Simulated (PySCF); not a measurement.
C2H3Cl2FSi, SMILES [SiH2](/C(F)=C\Cl)Cl. Heavy atoms are numbered as in [F:1]/[C:2](=[CH:3]/[Cl:4])[SiH2:5][Cl:6]. Hydrogens are named by the atom that carries them.

The structure is a stationary point at B3LYP-D3(BJ)/def2-SVP. The structure was generated by enumeration; whether it is a known compound was not checked. One conformer was computed; it need not be the lowest.

Computed with PBE/def2-TZVP in PySCF.

Atomic charges (e), one atom of each kind:

| atom | meta-Löwdin | Mulliken |
|---|---|---|
| F1 | -0.24 | -0.16 |
| C2 | 0.03 | 0.11 |
| C3 (CH) | -0.15 | -0.11 |
| Cl4 | 0.00 | -0.05 |
| Si5 (SiH2) | 0.62 | 0.28 |
| Cl6 | -0.27 | -0.22 |
| H on C3 | 0.15 | 0.15 |
| H on Si5 | -0.07 | 0.00 |

**Question.** Give the Mayer and Wiberg (Löwdin basis) orders of the bonds. (An estimate is asked for; the answer gives what the named calculation found.)

**Answer.** 
```
bond     Mayer  Wiberg
-------  -----  ------
F1–C2     1.02    1.71
C2–C3     1.77    2.04
C3–Cl4    1.14    1.73
C2–Si5    0.97    1.08
Si5–Cl6   1.18    1.83
```
